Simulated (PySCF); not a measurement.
Method: PBE0-D3(BJ)/def2-TZVP (PySCF). Gas-phase values, no solvent. 

Reference species (SMILES): `C#C[SiH]=O` (neutral, multiplicity 1).

```yaml
HOMO: -8.32 eV
dipole_moment: 4.56 D
```

Changed species: `O=[si]1cc1`.

Task: Give the shifts of the HOMO and dipole moment.

Result: the HOMO goes up by 0.39 eV, to -7.93 eV; the dipole moment rises by 0.17 D, to 4.73 D.
